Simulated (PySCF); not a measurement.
## Radial density of Mo³²⁺ (molybdenum, charge +32)

UHF, [Ne], closed-shell 1S. All numbers are calculated (PySCF 2.14, the non-relativistic Hamiltonian (point nucleus), in an even-tempered Gaussian basis (17 s from 11 bohr⁻², ratio 2.2; 11 p from 15 bohr⁻², ratio 2.2; 6 d from 64 bohr⁻², ratio 2.4; 5 f from 97 bohr⁻², ratio 2.4; 4 g from 150 bohr⁻², ratio 2.4)).

```
r (bohr)  4πr²ρ (e/bohr)
0.000704          0.2990
 0.00118          0.8127
 0.00199           2.148
 0.00335           5.424
 0.00564           12.67
 0.00948           26.00
  0.0159           43.06
  0.0268           51.09
  0.0451           42.84
  0.0759           47.29
   0.128           54.81
   0.215           18.85
   0.361          0.7397
   0.607       0.0009414
```

A non-relativistic calculation at this Z misses sizeable relativistic shifts.
